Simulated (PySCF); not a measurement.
Atom-mapped SMILES (the numbers label the heavy atoms): `[PH2:1][BH2-:2][AsH3+:3]` (H(Xn): hydrogen on atom n).

[PySCF 2.14: geometry: PBE0-D3(BJ)/def2-SVP; shielding tensors at B97-2/pcSseg-2 (GIAO); averaged over atoms made equivalent by symmetry, fast rotation or ring inversion; relativity neglected; isolated molecule; a single conformation]

Shifts are taken against calculated references (same method and geometry level): ¹H against TMS; H3PO4 for ³¹P; ¹¹B vs BF3·OEt2; ⁷⁵As against AsH3.

```
 atoms  nucleus  count  δ (ppm)
 H(P1)       ¹H      2     1.97
H(As3)       ¹H      3        ?
    P1      ³¹P      1        ?
    B2      ¹¹B      1    -34.5
 H(B2)       ¹H      2     2.25
   As3     ⁷⁵As      1      295
```

Task: Fill in the missing shifts.

Result: 
- H(As3): 4.16 ppm, hydrogen on an arsenic bonded to B
- P1: -249.6 ppm, phosphorus bonded to B, 2 H

Relativistic effects, spin–orbit coupling among them, are left out; they matter for As and for the light atoms bonded to it. Hydrogens on boron are broadened and split by ¹¹B (spin 3/2, 80 %) and 10B (spin 3). Experimental scales use liquid or dissolved standards, which lie at an offset from isolated H3PO4.
